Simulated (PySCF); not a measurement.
C$_{3}$H$_{4}$N$_{3}$ (SMILES c1nc[nH+]cn1), charge +1, singlet, at a GFN2-xTB geometry, atoms displaced at random by about 0.03 Å a coordinate; PySCF with TPSS/6-31G, gradient.

The PySCF input:
```python
from pyscf import gto, scf, dft

mol = gto.Mole()
mol.atom = '''
    C     1.322839   -0.009347    0.054679
    N     0.707213   -1.168658   -0.013784
    C    -0.597753   -1.187936    0.003089
    N    -1.321113    0.022576   -0.012620
    C    -0.568649    1.131797    0.035037
    N     0.754482    1.141657   -0.043996
    H     2.502358   -0.044786    0.086911
    H    -1.123407   -2.099055   -0.093443
    H    -2.250078    0.022497   -0.084390
    H    -1.074486    2.123034   -0.008738
'''
mol.basis = '6-31g'
mol.charge = 1
mol.spin = 0
mol.verbose = 4
mol.build()

mf = dft.RKS(mol)
mf.xc = 'tpss'
mf.conv_tol = 1e-4
mf.kernel()
g = mf.nuc_grad_method()
grad = g.kernel()
```

The log (banner, timings and long lists left out):

```
PySCF version 2.14.0

[INPUT] verbose = 4
[INPUT] num. atoms = 10
[INPUT] num. electrons = 42
[INPUT] charge = 1
[INPUT] spin (= nelec alpha-beta = 2S) = 0
[INPUT] symmetry False subgroup None
[INPUT] Mole.unit = angstrom
[INPUT] Symbol           X                Y                Z      unit          X                Y                Z       unit  Magmom
[INPUT]  1 C      1.322839000000  -0.009347000000   0.054679000000 AA    2.499803416894  -0.017663270086   0.103328334765 Bohr   0.0
[INPUT]  2 N      0.707213000000  -1.168658000000  -0.013784000000 AA    1.336438881732  -2.208443553282  -0.026047984901 Bohr   0.0
[INPUT]  3 C     -0.597753000000  -1.187936000000   0.003089000000 AA   -1.129589460137  -2.244873693511   0.005837363999 Bohr   0.0
[INPUT]  4 N     -1.321113000000   0.022576000000  -0.012620000000 AA   -2.496541749603   0.042662456988  -0.023848343692 Bohr   0.0
[INPUT]  5 C     -0.568649000000   1.131797000000   0.035037000000 AA   -1.074590871008   2.138786358604   0.066210334226 Bohr   0.0
[INPUT]  6 N      0.754482000000   1.141657000000  -0.043996000000 AA    1.425764345914   2.157419058193  -0.083140390576 Bohr   0.0
[INPUT]  7 H      2.502358000000  -0.044786000000   0.086911000000 AA    4.728771285614  -0.084633274215   0.164237987212 Bohr   0.0
[INPUT]  8 H     -1.123407000000  -2.099055000000  -0.093443000000 AA   -2.122931556419  -3.966639070399  -0.176581678258 Bohr   0.0
[INPUT]  9 H     -2.250078000000   0.022497000000  -0.084390000000 AA   -4.252031178909   0.042513168624  -0.159473987652 Bohr   0.0
[INPUT] 10 H     -1.074486000000   2.123034000000  -0.008738000000 AA   -2.030484264679   4.011952813140  -0.016512426876 Bohr   0.0

nuclear repulsion = 223.039935477588
number of shells = 38
number of NR pGTOs = 148
number of NR cGTOs = 62
basis = 6-31g
ecp = {}

******** <class 'pyscf.dft.rks.RKS'> ********
method = RKS
initial guess = minao
damping factor = 0
level_shift factor = 0
DIIS = <class 'pyscf.scf.diis.CDIIS'>
diis_start_cycle = 1
diis_space = 8
diis_damp = 0
SCF conv_tol = 0.0001
SCF conv_tol_grad = None
SCF max_cycles = 50
direct_scf = True
direct_scf_tol = 1e-13
XC library pyscf.dft.libxc version 7.1.2
    S. Lehtola, C. Steigemann, M. J. T. Oliveira, and M. A. L. Marques,  SoftwareX 7, 1–5 (2018)
XC functionals = tpss
    J. Tao, J. P. Perdew, V. N. Staroverov, and G. E. Scuseria,  Phys. Rev. Lett. 91, 146401 (2003)
    J. P. Perdew, J. Tao, V. N. Staroverov, and G. E. Scuseria,  J. Chem. Phys. 120, 6898 (2004)
    J. Tao, J. P. Perdew, V. N. Staroverov, and G. E. Scuseria,  Phys. Rev. Lett. 91, 146401 (2003)
    J. P. Perdew, J. Tao, V. N. Staroverov, and G. E. Scuseria,  J. Chem. Phys. 120, 6898 (2004)
radial grids:
    Treutler-Ahlrichs [JCP 102, 346 (1995); DOI:10.1063/1.469408] (M4) radial grids

becke partition: Becke, JCP 88, 2547 (1988); DOI:10.1063/1.454033
pruning grids: <function nwchem_prune>
grids dens level: 3
symmetrized grids: False
atomic radii adjust function: <function treutler_atomic_radii_adjust>
small_rho_cutoff = 0
Set gradient conv threshold to 0.01
Initial guess from minao.
tot grids = 123296
init E= -282.049724838726
  HOMO = -0.294229313668765  LUMO = -0.122213903986409  gap/eV = 4.68078
cycle= 1 E= -280.545942700514  delta_E=  1.5  |g|= 0.491  |ddm|= 3.52
  HOMO = -0.391094705507066  LUMO = -0.375675978362925  gap/eV = 0.41956
cycle= 2 E= -279.199801161167  delta_E= 1.35  |g|= 2.02  |ddm|= 3.39
  HOMO = -0.46067512143059  LUMO = -0.344200451955995  gap/eV = 3.16944
cycle= 3 E= -280.607272077602  delta_E= -1.41  |g|= 0.198  |ddm|= 2.97
  HOMO = -0.443381459758111  LUMO = -0.337090301838282  gap/eV = 2.89233
cycle= 4 E= -280.61250435088  delta_E= -0.00523  |g|= 0.133  |ddm|= 0.253
  HOMO = -0.437815814162532  LUMO = -0.33630137817266  gap/eV = 2.76235
cycle= 5 E= -280.616205074014  delta_E= -0.0037  |g|= 0.0481  |ddm|= 0.149
  HOMO = -0.441390394096904  LUMO = -0.341107463791537  gap/eV = 2.72884
cycle= 6 E= -280.61679324001  delta_E= -0.000588  |g|= 0.012  |ddm|= 0.0642
  HOMO = -0.440785450158038  LUMO = -0.341186464687683  gap/eV = 2.71023
cycle= 7 E= -280.616816858083  delta_E= -2.36e-05  |g|= 0.00697  |ddm|= 0.0187
  HOMO = -0.439732277272408  LUMO = -0.340667931151349  gap/eV = 2.69568
Extra cycle  E= -280.616758114613  delta_E= 5.87e-05  |g|= 0.0166  |ddm|= 0.026
converged SCF energy = -280.616758114613

******** <class 'pyscf.grad.rks.Gradients'> for <class 'pyscf.dft.rks.RKS'> ********
unit = Eh/Bohr
grid_response = False
--------------- RKS gradients ---------------
         x                y                z
0 C    -0.1280031246     0.0238649645     0.0098890097
1 N     0.0056681267     0.0547264984    -0.0148991915
2 C     0.0205476676    -0.0163012579     0.0156991602
3 N    -0.1118858513     0.0352499420    -0.0160121670
4 C     0.0359781029    -0.0642850797     0.0221595950
5 N     0.0156895244    -0.0608039890    -0.0154788818
6 H     0.0502812272    -0.0024744975     0.0002497915
7 H     0.0135977570     0.0170828545    -0.0003725869
8 H     0.1023282018    -0.0037541148     0.0023910458
9 H    -0.0041604093     0.0166801853    -0.0035727792
----------------------------------------------
```
